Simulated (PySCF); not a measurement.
Spectrum to structure. Theory: PySCF, TDDFT CAM-B3LYP/def2-SVPD, vertical, gas phase, core orbitals frozen in the response. Geometries: PBE0-D3(BJ)/def2-SVP, one conformer each.

| state | E (eV) | λ (nm) | f |
| --- | --- | --- | --- |
| S1 | 7.29 | 170.1 | 0.340 |
| S2 | 7.52 | 164.8 | 0.0086 |
| S3 | 7.73 | 160.4 | 0.048 |
| S4 | 8.04 | 154.2 | 0.0012 |
| S5 | 8.26 | 150.1 | 0.0019 |
| S6 | 8.32 | 149.0 | 0.0039 |

Question: Which candidate is it?
A. `C=CCOS(C)(=O)=O`
B. `O=C(CO[SiH3])O[SiH3]`
C. `C[C@H]1CCS(=O)(=O)O1`

Answer: A. Its S1 lies at 7.29 eV; the nearest of the others has S1 at 7.90 eV. S1 is HOMO→LUMO (75%), HOMO→LUMO+1 (19%). Löwdin shares by element: HOMO carbon 78% or more (atoms not listed hold the other 22%); LUMO carbon 37% or more, sulfur 17%, oxygen 8% or more (atoms not listed hold the other 37%). At the same level the other candidates give, for their lowest levels:
- `O=C(CO[SiH3])O[SiH3]`: 5.91 eV (f 0.000); 7.19 eV (f 0.002); 7.57 eV (f 0.018); 7.74 eV (f 0.013); 8.01 eV (f 0.020); T1 5.43 eV; HOMO -9.81, LUMO 0.68 eV
- `C[C@H]1CCS(=O)(=O)O1`: 7.90 eV (f 0.001); 8.16 eV (f 0.009); 8.34 eV (f 0.001); 8.50 eV (f 0.026); 8.56 eV (f 0.026); HOMO -9.97, LUMO 0.80 eV

The values belong to the conformer `[CH2:1]=[CH:2][CH2:3][O:4][S:5]([CH3:6])(=[O:7])=[O:8]`: C1–C2–C3–O4 -116°, C2–C3–O4–S5 69°, C3–O4–S5–C6 152°.
Triplets come from the Tamm–Dancoff approximation.
